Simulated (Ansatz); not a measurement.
System (SMILES): O=BF.
Geometry (B3LYP-D3(BJ)/def2-TZVP, fixed):
```xyz
3

F      0.0000     0.0000    -1.1989
B      0.0000     0.0000     0.0871
O      0.0000     0.0000     1.2943
```
Charge 0, spin multiplicity 1.

Basis-set convergence of the dipole moment at PBE with Ansatz (a program for electronic structure). Dipoles come from the density behind the forces; the sign is taken along the dipole that this method gives in the largest set. Cartesian d functions, on some or all atoms, in 6-31G**; all else is spherical. The program fits the integrals of some runs and decomposes those of others, by size. No added dispersion term, no relativity. Reference: the value in aug-pcseg-3, 2.073 D. Deviations are taken from unrounded values.

```
basis            functions
---------------  ---------
STO-3G                  15
3-21G                   27
6-31G                   27
def2-SVP                42
6-31G**                 45
6-311G**                54
aug-cc-pVDZ             69
def2-TZVPP              93
jun-cc-pV(T+d)Z        117
aug-cc-pVTZ            138
def2-QZVPP             171
aug-cc-pVQZ            240
```

Question: Which is the smallest set listed that can be trusted to 0.02 D here, that is, within that of the reference together with its larger relatives (same family, alike in diffuse functions; a set with none to test it counts only in the reference's own line)?

Answer: The smallest set listed that lies within 0.02 D of the reference with all its larger relatives (same family, alike in diffuse functions; a set with none counts only in the reference's own line) is jun-cc-pV(T+d)Z (117 functions, 0.000 D off). Inside, with no larger relative to test it: def2-QZVPP. Value minus reference: STO-3G -0.508, 3-21G -0.416, 6-31G -0.340, def2-SVP -0.204, 6-31G** -0.108, 6-311G** -0.153, aug-cc-pVDZ -0.026, def2-TZVPP -0.029, jun-cc-pV(T+d)Z 0.000, aug-cc-pVTZ 0.000, def2-QZVPP -0.008, aug-cc-pVQZ 0.000 D.
